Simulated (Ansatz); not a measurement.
Isolated molecules relaxed with PBE0-D4/def2-TZVP in Ansatz; ΔE leaves out vibrations. CCSD(T)/CBS adds triple-zeta CCSD(T) − MP2 to the extrapolated MP2 energy (def2 sets, frozen cores). DFT in def2-TZVPP. B3LYP here is the variant with VWN-RPA as its local correlation; programs differ in this. One conformer a species, not always the lowest.

Reaction (redistribution): `C[SiH2][Al]1[CH2][SiH2]1` + `C[CH2][AlH][SH]` → `C[SiH2][CH2][AlH][SH]` + `[CH3][Al]1[CH2][SiH2]1`

| level | ΔE (kJ/mol) | difference from CCSD(T)/CBS |
| --- | --- | --- |
| PBE-D4 | -50.2 | 13.2 |
| r2SCAN-D4 | -62.6 | 0.8 |
| PBE0-D4 | -54.3 | 9.1 |
| B3LYP-D4 | -60.5 | 2.9 |
| ωB97X-V | -61.0 | 2.4 |
| ωB97M-V | -71.3 | -7.9 |
| B2PLYP | -60.8 | 2.6 |
| PBE | -46.3 | 17.1 |
| r2SCAN | -61.4 | 2.0 |
| PBE0 | -50.7 | 12.7 |
| B3LYP | -54.2 | 9.2 |
| HF/def2-TZVPP | -56.8 | 6.6 |
| MP2/def2-TZVPP | -71.3 | -7.9 |
| SCS-MP2/def2-TZVPP | -65.7 | -2.3 |
| CCSD/def2-TZVPP | -59.9 | 3.5 |
| CCSD(T)/def2-TZVPP | -60.4 | 3.0 |
| HF/def2-QZVPP | -57.6 | 5.8 |
| MP2/def2-QZVPP | -73.3 | -9.9 |
| SCS-MP2/def2-QZVPP | -67.7 | -4.3 |
| HF/CBS(def2) | -57.7 | 5.7 |
| MP2/CBS(def2) | -74.3 | -10.9 |
| CCSD/CBS(def2) | -62.9 | 0.5 |
| CCSD(T)/CBS | -63.4 | 0 |

Largest T1 diagnostic among the species: 0.013.

In def2-TZVPP, CCSD(T) changes the Hartree–Fock value by −3.6 kJ/mol (the triples alone add −0.5 kJ/mol) and MP2 by −14.5 kJ/mol. From PBE to PBE0 (25 % exact exchange), in def2-TZVPP and without D4, ΔE moves by −4.4 kJ/mol. The D4 term adds −6.3 kJ/mol with B3LYP and −3.6 kJ/mol with PBE0; it sums over pairs of atoms, weighted by their polarisabilities, and B3LYP, whose exchange is more repulsive, gets the larger term.
